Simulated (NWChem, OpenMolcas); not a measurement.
# How basis sets differ on CH6BNO2 (SMILES OBNCO)

CH6BNO2: 11 atoms, total charge 0, spin state singlet. As SMILES, `OBNCO`. The coordinates come from a PBE0-D4/def2-TZVP relaxation. This is a higher conformer, about 10 kJ/mol above the lowest found by a separate search.

```xyz
11

O    -0.3653    1.8673    0.5240
B    -0.1510    0.7763    1.3107
N     0.0413   -0.5145    0.7616
C    -0.0745   -0.8271   -0.6213
O     0.8335   -0.0164   -1.3606
H    -0.1459    1.6847   -0.3973
H    -0.1355    0.9159    2.4996
H     0.3440   -1.2657    1.3548
H    -1.0958   -0.6290   -0.9783
H     0.1421   -1.8900   -0.7746
H     0.6727   -0.1585   -2.2982
```

Quantity: the dipole moment, in D. The values are calculated.

```tsv
level	kind	program	value (D)	CPU time
HF/ANO-R0 (sfX2C)	Hartree–Fock	OpenMolcas	4.17	2.2 s
HF/ANO-RCC-MB (DKH2)	Hartree–Fock	OpenMolcas	4.36	2.7 s
HF/STO-3G	Hartree–Fock	NWChem	3.34	2.3 s
HF/3-21G	Hartree–Fock	OpenMolcas	4.73	3.6 s
HF/ANO-XS-VDZP (DKH2, RICD fitting)	Hartree–Fock	OpenMolcas	4.13	5.3 s
HF/def2-SVP	Hartree–Fock	OpenMolcas	4.17	16 s
```

The values span 3.34 to 4.73 D. Magnitudes only. Sets without polarisation functions give poor dipoles. Times are those of the runs behind each value, whatever else they computed, on shared processors of several kinds: orders of magnitude only.
